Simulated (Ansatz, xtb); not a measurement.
# Two isomers of C3H3BBrNS

Structure a is `Bc1scnc1Br`, a singlet and structure b is `Bc1nc(Br)cs1`, a singlet. Both are isolated molecules in the gas phase, relaxed with B3LYP-D3(BJ)/def2-SVP; the shapes shown needn't be the lowest conformers.

a (Å):

```xyz
10

C    -0.1155    1.0178    0.9177
C     0.8998    2.3026   -0.9167
C     1.2195    0.7574    0.5918
B    -1.0358    0.4204    1.9736
Br    2.2855   -0.5197    1.4753
N     1.7755    1.4646   -0.4166
S    -0.6563    2.2739   -0.1812
H    -2.1717    0.8106    2.0708
H    -0.6230   -0.4387    2.7059
H     1.1288    2.9789   -1.7440
```

b (Å):

```xyz
10

C     0.1738    0.6916    1.2188
C     0.6419    2.3535   -0.1613
C     0.2651    1.4278   -1.1245
B    -0.0120   -0.1163    2.5098
Br    1.2043    4.1057   -0.5887
N     0.5898    1.9454    1.1154
S    -0.1756   -0.0310   -0.3572
H    -0.4005   -1.2548    2.4430
H     0.2333    0.4003    3.5663
H     0.2397    1.5669   -2.2032
```

Quicker runs give these differences E(b) − E(a): GFN2-xTB +2.1 kcal/mol; HF/STO-3G +4.3 kcal/mol (at GFN2-xTB geometries); r2SCAN-D4/def2-SVP +3.3 kcal/mol (at GFN2-xTB geometries).

Problem. Estimate E(b) − E(a) at the level CCSD(T)/def2-SVP + ΔMP2/def2-TZVPP.

Solution. Calculated at CCSD(T)/def2-SVP + ΔMP2/def2-TZVPP: E(b) − E(a) = +3.3 kcal/mol, so structure a lies lower.

Level by level:

```
                             level               geometry  E(b) − E(a) (kcal/mol)  departure from the last row (kcal/mol)  job, with rough time for the two
                          GFN2-xTB               GFN2-xTB                      +2.1                                    −1.1               optimisation, 0.2 s
                         HF/STO-3G               GFN2-xTB                      +4.3                                    +1.1              single point, 0.72 s
                r2SCAN-D4/def2-SVP               GFN2-xTB                      +3.3                                    +0.1               single point, 4.4 s
             B3LYP-D3(BJ)/def2-SVP  B3LYP-D3(BJ)/def2-SVP                      +3.3                                    +0.1                optimisation, 51 s
                       HF/def2-SVP  B3LYP-D3(BJ)/def2-SVP                      +4.7                                    +1.5           part of the CCSD(T) run
                      MP2/def2-SVP  B3LYP-D3(BJ)/def2-SVP                      +2.9                                    −0.4           part of the CCSD(T) run
                  CCSD(T)/def2-SVP  B3LYP-D3(BJ)/def2-SVP                      +3.6                                    +0.4                      single point
CCSD(T)/def2-SVP + ΔMP2/def2-TZVPP  B3LYP-D3(BJ)/def2-SVP                      +3.3                                                        single point, 80 s
```

As drawn, both hold the same kinds of bond in the same numbers.

The levels shown agree on the order. The largest departure from CCSD(T)/def2-SVP + ΔMP2/def2-TZVPP is that of HF/def2-SVP, 1.5 kcal/mol. The last row adds to CCSD(T) the change of the MP2 difference between the two basis sets, here −0.4 kcal/mol.

With thermal terms from frequencies at re-optimised GFN2-xTB minima (ideal gas, soft modes damped towards free rotors, one conformer each, 298.15 K, 1 atm): the zero-point term adds −0.3 kcal/mol; ΔH is +3.1 and ΔG +2.9 kcal/mol.

The correlated steps freeze 19 core orbitals; the filled d shell of Br is correlated, in a basis made for valence electrons. Codes used: Ansatz 0.2.0, xtb 6.7.1; the last row on 2 threads of Intel(R) Xeon(R) 6975P-C (Granite Rapids) on a shared host.
